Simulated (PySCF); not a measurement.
## Broadened absorption spectrum of C6H8F2O

Compound: C6H8F2O.
InChI=1S/C6H8F2O/c1-4-2-3-5(4)9-6(7)8/h2-6H,1H3/t4-,5-/m1/s1

The calculation used TDDFT PBE0/def2-SVPD, vertical, gas phase, core orbitals frozen in the response (PySCF). One conformer (not necessarily the lowest) at the GFN2-xTB geometry, without solvent, vibrations or thermal averaging. Torsions of this conformer, `[CH3:1][C@@H:2]1[CH:3]=[CH:4][C@H:5]1[O:6][CH:7]([F:8])[F:9]`: C4–C5–O6–C7 -179°, C5–O6–C7–F8 166°.

Each state is given a Gaussian of 0.3 eV full width at half maximum, with ε(max) = 2.175×10⁸ f / Δν̃ (Δν̃ the width in cm⁻¹). The width is an assumption, not a result. The curve ends short of the highest state used, and states not computed would add to its high-energy end.

```
λ (nm)  ε (L mol⁻¹ cm⁻¹)
 166.2              1867
 166.9              2034
 167.6              2433
 168.4              3204
 169.1              4149
 169.9              5485
 170.6              6796
 171.3              8129
 172.1              9519
 172.8             10473
 173.5             11065
 174.3             11209
 175.0             10852
 175.8              9963
 176.5              8880
 177.2              7656
 178.0              6266
 178.7              5192
 179.4              4337
 180.2              3672
 180.9              3353
 181.6              3231
 182.4              3248
 183.1              3320
 183.9              3381
 184.6              3363
 185.3              3252
 186.1              3006
 186.8              2704
 187.5              2348
 188.3              1913
 189.0              1541
 189.8              1154
 190.5               864
 191.2               626
 192.0               416
 192.7               282
 193.4               185
 194.2               110
 194.9                68
 195.7                38
 196.4                22
 197.1                12
 197.9                 6
```

Task: Where are the band maxima, and which computed states make them?

Result: 184 nm (6.73 eV), ε about 3400, made up of S1 (95%) (hardly more than a shoulder); 174 nm (7.12 eV), ε about 11000, made up of S2 (81%) and S3 (19%) (ε in L mol⁻¹ cm⁻¹; maxima over ε = 5, shares over 10%). The states used: S1 6.72 eV (f 0.036); S2 7.10 eV (f 0.103); S3 7.23 eV (f 0.035); S4 7.60 eV (f 0.022); S5 7.83 eV (f 0.036); S6 8.06 eV (f 0.018).

Task: On this curve, what absorbance would a 10⁻³ mol/L sample give at 193 nm over a 1 cm path?

Result: 193 nm is 6.424 eV, where ε is about 240 L mol⁻¹ cm⁻¹, so A = ε c l ≈ 0.24 (Beer–Lambert, with the gas-phase spectrum and the assumed width).

Task: What would ε be at 7.12 eV, the highest of these maxima, with half the width (0.15 eV)?

Result: About 18600 L mol⁻¹ cm⁻¹ against 11200, a factor of about 1.7; a lone state at its own centre would give exactly 2.

Task: Coming from long wavelengths, where does ε first pass 100 L mol⁻¹ cm⁻¹?

Result: At about 194 nm (6.38 eV), 0.34 eV below S1.
